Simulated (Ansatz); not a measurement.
The first iterations of a band of C$_{2}$H$_{9}$AlOSi (14 atoms, charge 0, multiplicity 1).

Theory: Ansatz 0.2.0, UKS PBE0-D4/6-31G.

| Item | Value |
| --- | --- |
| movable images | 4 |
| climbing image | no |
| spring | 5.0 eV/Å² |
| optimiser | quadratic models (default) |
| start path | through a guess of the saddle point |
| force threshold | 0.03 eV/Å |
| iteration limit | 60 |
| end points | relaxed |

Initial state:

```xyz
14
Properties=species:S:1:pos:R:3
C -1.639 0.207 -1.095
C -1.140 -0.777 -0.076
O 0.129 -1.501 -0.594
Al 0.436 -0.579 1.132
Si 1.933 1.340 0.858
H -0.859 0.921 -1.375
H -2.470 0.774 -0.657
H -2.010 -0.275 -2.011
H -1.874 -1.542 0.199
H 0.044 -2.343 -1.070
H 0.584 -1.652 2.325
H 1.553 2.209 -0.320
H 3.376 0.942 0.643
H 1.925 2.246 2.069
```

Final state:

```xyz
14
Properties=species:S:1:pos:R:3
C -1.834 0.462 -0.864
C -0.866 -0.593 -0.515
O -0.729 -1.513 -1.449
Al 0.407 -0.856 1.096
Si 1.945 1.050 0.753
H -1.326 1.434 -0.815
H -2.606 0.499 -0.085
H -2.293 0.324 -1.846
H 0.925 -2.293 0.444
H -0.063 -2.192 -1.145
H -0.448 -0.899 2.467
H 2.640 1.020 -0.591
H 3.036 1.159 1.792
H 1.198 2.370 0.787
```

| iteration | highest image above the first end (eV) | largest band force component (eV/Å) |
| --- | --- | --- |
| 1 | 5.469 | 5.504 |
| 2 | 4.177 | 3.685 |
| 3 | 2.954 | 1.254 |
| 4 | 2.064 | 1.466 |
| 5 | 2.008 | 0.634 |
| 6 | 1.880 | 0.419 |
| 7 | 1.749 | 0.221 |
| 8 | 1.651 | 0.277 |

**Question.** Does the band converge within its limit, and where does its top end?

**Answer.** The run converged. It ended after 26 iterations with the highest image 1.559 eV above the first end. Neighbouring images differ by up to 1.3 eV, so the band resolves the path poorly. No image climbed, so the highest image needn't sit at the top of the path. The orbitals stay closed-shell, which can raise the energy where a bond breaks towards radicals; this wasn't checked here. Limits of this set-up: no polarisation functions.

Run time: 4.9 min on 2 threads of AMD EPYC 7R13 Processor (Zen 3), with other jobs on the host, peak memory 0.29 GiB.
